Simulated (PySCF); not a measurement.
# Structure from 2D NMR

Compound of formula C$_{6}$H$_{10}$Si. Correlations simulated from computed shifts and the bond graph:

HSQC (one-bond C–H):
| δH | δC |
| --- | --- |
| 6.61 | 145.5 |
| 6.52 | 140.5 |
| 6.16 | 145.5 |

COSY cross peaks (H two or three bonds apart, from the bond graph; peaks can be absent where the dihedral angle is near 90°):
| δH | δH |
| --- | --- |
| 6.61 | 6.52 |
| 6.61 | 6.16 |
| 6.52 | 6.16 |
| 6.52 | 5.06 |

HMBC (two and three bonds, from the bond graph):
| δH | δC |
| --- | --- |
| 6.61 | 140.5 |
| 6.52 | 145.5, 140.5 |
| 6.16 | 140.5 |
| 5.06 | 145.5, 140.5 |

Theory: shielding tensors at PBE0/pcSseg-1 (GIAO), GFN2-xTB geometry, in PySCF 2.14 (isolated molecule, one conformer, no relativistic terms, equivalent nuclei averaged).

δ = σ(ref) − σ, references computed at the same level: TMS for ¹H, ¹³C.

Exchangeable hydrogens are left out of these lists.

Work out the connectivity.

## Answers

`C=C[SiH](C=C)C=C`.

Structure with atom numbers: `[CH2:1]=[CH:2][SiH:3]([CH:4]=[CH2:5])[CH:6]=[CH2:7]`; H(Xn) means a hydrogen on atom n. Ha(C1), Ha(C5), Ha(C7) are cis to Si3; Hb(C1), Hb(C5), Hb(C7) are trans to Si3.

δC 145.5 is C1/C5/C7, a terminal =CH2 carbon (δH 6.61, 6.16). δC 140.5 is C2/C4/C6, an alkene CH (δH 6.52). COSY links 6.61–6.52, 6.61–6.16, 6.52–6.16, 6.52–5.06.

The shifts were computed for this structure.

Shifts are as computed. Against solution values, carbons near 30 ppm lie about +3 ppm off and those near 130 ppm about +5 ppm. Of 1211 compounds with measured shifts, 218 miss one by over three times the rms of a fit or turn the order of signals round; such compounds aren't used in these exercises.
